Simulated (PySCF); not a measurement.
AlH, SMILES [AlH] (connectivity only; charge and spin as stated), neutral, multiplicity 1. Atoms are numbered in the order given.

```xyz
2

Al     0.0000     0.0000    -0.1188
H      0.0000     0.0000     1.5439
```

Geometry: r2SCAN-D4/def2-TZVPD.

Vertical ionisation energy (IE) and electron affinity (EA) in eV. Rows of orbital energies are one-electron estimates. Where ΔSCF, EOM or ADC give a negative EA the extra electron is unbound and the value depends on the basis.

```
level                                            IE    EA
---------------------------------------------  ----  ----
−ε(HOMO), −ε(LUMO), PBE/def2-TZVPD (PySCF)     4.90  2.54
−ε(HOMO), −ε(LUMO), M06-2X/def2-TZVPD (PySCF)  6.69  1.02
EOM-CCSD/aug-cc-pVDZ (PySCF)                   8.20  0.08
ADC(3)/aug-cc-pVDZ (PySCF)                     8.03  0.19
```

**Question.** Beyond the first one, list the lowest photoelectron lines from ADC(3)/aug-cc-pVDZ (PySCF 2.14.0) with their pole strengths (two spins summed). (An estimate is asked for; the answer gives what the named calculation found.)

**Answer.** 12.41 eV (1.38), 15.52 eV (0.37).
